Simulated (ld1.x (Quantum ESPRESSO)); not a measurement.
**ruthenium: variants of one TM potential**

Base potential:

| Quantity | Value |
| --- | --- |
| Element | ruthenium |
| Generator | ld1.x (Quantum ESPRESSO) 7.5 |
| Type | norm-conserving Troullier–Martins (Kleinman–Bylander form) |
| Functional | LDA (PZ) |
| Relativity | scalar-relativistic |
| Frozen core | [Ar] 3d10 |
| Valence charge | 16 |
| Reference configuration | 4s2 4p6 4d6 5s0 5p0 (charge +2) |
| Partial waves | 4s (bound): rc 1.45 bohr; 4p (bound): rc 1.80 bohr; 4d (bound): rc 1.85 bohr |
| Local potential | the d channel |
| Core correction | Bessel-smoothed model core, default radius (core density twice the valence density) |

Cutoffs, loose and tight: the cutoffs (Ry, on a coarse ladder) from which the occupation-weighted sum of valence levels, in a spherical-Bessel basis at the reference potential, stays within 10 and 1 mRy of its value at 400 Ry. They do not see the model core or the augmentation charge, which bear on the density cutoff. Test errors are all-electron minus pseudo excitation energies from the reference, over the configurations 4s2 4p6 4d7 5s1 5p0; 4s2 4p6 4d7 5s0 5p0; 4s2 4p6 4d5 5s0 5p0; 4s2 4p6 4d4 5s0 5p0; 4s2 4p6 4d6 5s1 5p1; 4s2 4p6 4d6 5s1 5p0; 4s2 4p5 4d7 5s1 5p0 (two spin-polarised tests are not counted in the largest error). A dash means not determined; rows that change the core or the reference have their own tests.

| change | outcome | cutoff, loose | cutoff, tight | bound ghosts | largest test error (meV) |
| --- | --- | --- | --- | --- | --- |
| base | generated | 70 Ry | 100 Ry | none | +294 |
| all radii but the core radius scaled by about 0.74 (s 1.08, p 1.32, d 1.36 bohr) | generated | 120 Ry | 200 Ry | none | -34 |
| all radii but the core radius scaled by about 0.85 (s 1.24, p 1.54, d 1.58 bohr) | generated | 90 Ry | 160 Ry | none | +73 |
| all radii but the core radius scaled by about 0.92 (s 1.34, p 1.66, d 1.70 bohr) | generated | 90 Ry | 140 Ry | none | +150 |
| all radii but the core radius scaled by about 1.05 (s 1.52, p 1.90, d 1.94 bohr) | generated | 60 Ry | 90 Ry | none | +449 |
| all radii but the core radius scaled by about 1.17 (s 1.70, p 2.10, d 2.16 bohr) | generated | 45 Ry | 70 Ry | none | +1163 |
| all radii but the core radius scaled by about 1.38 (s 2.00, p 2.50, d 2.56 bohr) | generated | 35 Ry | 55 Ry | none | +2947 |

Q: What comes out with this change to the base: all radii but the core radius scaled by about 1.24 (s 1.80, p 2.24, d 2.30 bohr)?

A: outcome: generated; cutoff, loose: 40 Ry; cutoff, tight: 70 Ry; bound ghosts: none; largest test error (meV): +1681.

Q: What comes out with this change to the base: all radii but the core radius scaled by about 1.33 (s 1.92, p 2.38, d 2.46 bohr)?

A: outcome: generated; cutoff, loose: 40 Ry; cutoff, tight: 60 Ry; bound ghosts: none; largest test error (meV): +2265.

Reading the sweep of the scale of all radii but the core radius (base = 1) (base included, trends over the rows without a ghost): The loose cutoff falls from 120 Ry at 0.74 to 35 Ry at 1.38. A larger radius leaves more room for a smooth pseudo-wave, so fewer plane waves are needed; a smaller one forces it to follow the all-electron wave where it bends sharply. The median size of the test errors (rows with all tests solved) rises from 3.3 meV at 0.74 to 1602.8 meV at 1.38. More of the atom is replaced by a form fitted at one configuration, so other configurations suffer as the radius grows.
